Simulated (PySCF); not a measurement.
Computed properties of prop-2-enylcyclopropane (C6H10), SMILES C=CCC1CC1

prop-2-enylcyclopropane (C6H10), SMILES C=CCC1CC1. Coordinates come from a B3LYP-D3(BJ)/def2-SVP optimisation. Other conformers were not sampled. All values are computed for the isolated molecule unless a solvent is named; none is compared with measurement here.

**Structure.** All 42 harmonic modes at B3LYP-D3(BJ)/def2-SVP (PySCF) are real, so it is a minimum. With heavy atoms numbered as in [CH2:1]=[CH:2][CH2:3][CH:4]1[CH2:5][CH2:6]1, the shortest bond between them is C1–C2 at 1.336 Å and the longest C3–C4 at 1.527 Å.

**Vibrations.** The strongest infrared lines (harmonic, unscaled, degenerate partners summed) lie at 945 cm⁻¹ (37 km/mol, H 73 %, C 27 %), 3010 cm⁻¹ (35 km/mol, H 94 %), 3059 cm⁻¹ (19 km/mol, H 91 %, C 9 %). The softest mode is at 65 cm⁻¹ and the zero-point energy is 89.4 kcal/mol.

**Electronic structure.** B3LYP/def2-TZVP (PySCF) places the frontier levels at -7.20 and -0.06 eV, a gap of 7.14 eV, and gives a dipole moment of 0.32 D and a mean polarisability of 70.6 bohr³. PBE/def2-TZVP (PySCF) at the same geometry gives -6.30 and -0.85 eV, so its gap is 1.69 eV narrower. An orbital gap is neither the optical nor the fundamental gap.

**Excitations.** TDA-ωB97X/def2-SVPD (PySCF) has S1 at 7.77 eV (160 nm, f = 0.417, bright); the most intense of the 10 singlets computed lies at 7.77 eV (f = 0.42). T1 (TDA) is at 4.44 eV, 3.33 eV under S1. TDA-PBE/def2-SVPD (PySCF) puts S1 at 5.82 eV. No vertical singlet excitation falls in the visible range (under 3.1 eV).

**NMR.** GIAO shifts at HF/pcSseg-1 (PySCF) (non-relativistic, atoms alike by connectivity averaged): ¹³C from -0.2 to 145.6 ppm against TMS; ¹H from 0.5 to 5.9 ppm against TMS.
